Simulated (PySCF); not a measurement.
C6H9O2P.
Structure used (PBE0-D3(BJ)/def2-SVP), in Å, numbered top down from 1:
```
atom  x, y, z in Å
C1     2.8608    0.2935   -0.6409
C2     1.4257    0.0261   -0.9617
O3     0.9617   -0.0545   -2.0720
P4     0.2879   -0.2329    0.5265
O5     1.0427   -0.6253    1.7589
C6    -0.7670    1.2350    0.5178
C7    -1.9127    0.9927   -0.1313
C8    -2.1244   -0.3839   -0.6975
C9    -1.0338   -1.3119   -0.1488
H10    3.4660    0.3071   -1.5564
H11    2.9408    1.2611   -0.1178
H12    3.2185   -0.4636    0.0735
H13   -0.4868    2.1957    0.9538
H14   -2.6779    1.7620   -0.2849
H15   -3.1394   -0.7491   -0.4699
H16   -2.0562   -0.3248   -1.7970
H17   -0.6278   -1.9976   -0.9045
H18   -1.3890   -1.9107    0.7043
```

Computed with PySCF at PBE0/pcSseg-1, non-relativistic, on one gas-phase PBE0-D3(BJ)/def2-SVP geometry that isn't relaxed in the solvent. The solvent is an IEF-PCM continuum (van der Waals radii × 1.2). The model holds no explicit solvent molecules, cavitation or dispersion.

```csv
run,E − E(gas) (kJ/mol),HOMO (eV),HOMO–LUMO gap (eV),dipole (D)
gas,0.00,-6.91,5.30,2.61
P,-32.82,-6.97,5.44,3.21
Q,-38.96,-6.99,5.46,3.32
```

**Question.** The runs were made in chloroform and dichloromethane. Which run belongs to which solvent?

**Answer.** P = chloroform, Q = dichloromethane. The dielectric constants are 4.711 (chloroform), 8.93 (dichloromethane), and the energy falls further as ε rises. In this model the ground state sees the solvent through ε alone.

**Question.** How constant is the ratio of the lowering to (ε − 1)/(2ε + 1)?

**Answer.** 
```tsv
solvent	(ε − 1)/(2ε + 1)	E − E(gas) (kJ/mol)	ratio (kJ/mol)	polarisation term (kJ/mol)
chloroform	0.356	-32.82	-92.2	-36.37
dichloromethane	0.420	-38.96	-92.6	-43.97
```

The ratio changes by +0.5 % in size from chloroform to dichloromethane. The polarisation term is half the interaction of the solute with the induced surface charges.
